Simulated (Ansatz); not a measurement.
Computed with Ansatz on PBE0-D4/def2-TZVP structures; ΔE is electronic, products minus reactants. CBS: MP2 limit from def2 TZ/QZ plus the TZ coupled-cluster correction, frozen cores. DFT in def2-TZVPP. B3LYP here is the variant with VWN-RPA as its local correlation; programs differ in this. def2 core potentials past Kr. For I outer-core shells are correlated without core-valence functions, which leaves a few kJ/mol of doubt a bond. One conformer a species, not always the lowest.

Reaction (formal exchange of groups at a C–C bond): `C=CCC(F)S` + `BI` → `C=CBI` + `CC(F)S`

```csv
level,ΔE (kcal/mol),difference from CCSD(T)/CBS
PBE-D4,-17.3,-1.1
r2SCAN-D4,-17.6,-1.4
PBE0-D4,-17.0,-0.8
B3LYP-D4,-17.1,-0.9
ωB97X-V,-15.7,0.5
ωB97M-V,-16.3,-0.1
B2PLYP,-17.4,-1.2
PBE,-18.0,-1.8
r2SCAN,-17.9,-1.7
PBE0,-17.6,-1.4
B3LYP,-18.1,-1.9
HF/def2-TZVPP,-17.2,-1.0
MP2/def2-TZVPP,-16.3,-0.1
SCS-MP2/def2-TZVPP,-16.0,0.2
CCSD/def2-TZVPP,-15.8,0.4
CCSD(T)/def2-TZVPP,-15.8,0.4
HF/def2-QZVPP,-17.2,-1.0
MP2/def2-QZVPP,-16.6,-0.4
SCS-MP2/def2-QZVPP,-16.3,-0.1
HF/CBS(def2),-17.2,-1.0
MP2/CBS(def2),-16.8,-0.6
CCSD/CBS(def2),-16.2,0.0
CCSD(T)/CBS,-16.2,0
```

Largest T1 diagnostic among the species: 0.012.

In def2-TZVPP, CCSD(T) changes the Hartree–Fock value by +1.4 kcal/mol (the triples alone add −0.0 kcal/mol) and MP2 by +0.9 kcal/mol. The D4 term adds +1.0 kcal/mol with B3LYP and +0.6 kcal/mol with PBE0; it sums over pairs of atoms, weighted by their polarisabilities, and B3LYP, whose exchange is more repulsive, gets the larger term.
